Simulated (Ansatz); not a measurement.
Relaxation of BCl$_{2}$H$_{3}$N (7 atoms, charge 0, multiplicity 2), to a largest force component of 0.03 eV/Å in at most 50 steps.

Level of theory: UKS PBE0/def2-SVP (Ansatz).

```xyz
7
Properties=species:S:1:pos:R:3:forces:R:3
B -0.027 -0.377 -0.461 -0.02 -0.01 -0.07
Cl 0.003 -0.407 2.602 0.04 0.51 1.12
N 1.253 -0.047 -0.858 -0.04 -0.03 0.01
H 2.058 -0.570 -0.540 0.05 0.02 -0.01
H 1.466 0.739 -1.466 0.02 0.00 0.00
Cl -1.466 0.487 -0.970 -0.02 0.02 -0.02
H 0.046 0.175 3.798 -0.04 -0.51 -1.03
```

Task: Where does it end, and by what steps?

Result: It converged. After 41 steps the energy has fallen by 0.176 eV; H7 moved furthest, 1.60 Å.

```
step  energy less start (eV)  largest force component (eV/Å)  accepted
   0                  0.0000                           1.122       yes
   2                 -0.0428                           0.164       yes
   4                 -0.0444                           0.058       yes
   6                 -0.0459                           0.061       yes
   8                 -0.0454                           0.334        no
  10                 -0.0473                           0.303        no
  12                 -0.0495                           0.092       yes
  14                 -0.0504                           0.421        no
  16                 -0.0535                           0.042       yes
  18                 -0.0549                           0.483        no
  20                 -0.0588                           0.082       yes
  22                 -0.0612                           0.549       yes
  24                 -0.0793                           0.084       yes
  26                 -0.0840                           0.043       yes
  28                 -0.0911                           0.395       yes
  30                 -0.1202                           0.179       yes
  32                 -0.1206                           0.953        no
  34                 -0.1463                           0.091       yes
  36                 -0.1549                           0.455       yes
  38                 -0.1699                           0.154       yes
  40                 -0.1745                           0.169        no
  41                 -0.1763                           0.028       yes
```

```xyz
7
Properties=species:S:1:pos:R:3
B 0.132 -0.505 -0.353
Cl 0.110 -0.206 3.344
N 1.320 -0.115 -0.928
H 2.075 -0.766 -1.103
H 1.529 0.846 -1.187
Cl -1.193 0.615 -0.015
H -0.639 0.132 2.348
```

Whether the end is a true minimum wasn't checked by a vibrational analysis.

Run time: 55 s on 2 threads of Intel(R) Xeon(R) 6975P-C (Granite Rapids) (shared host), peak memory 0.26 GiB.
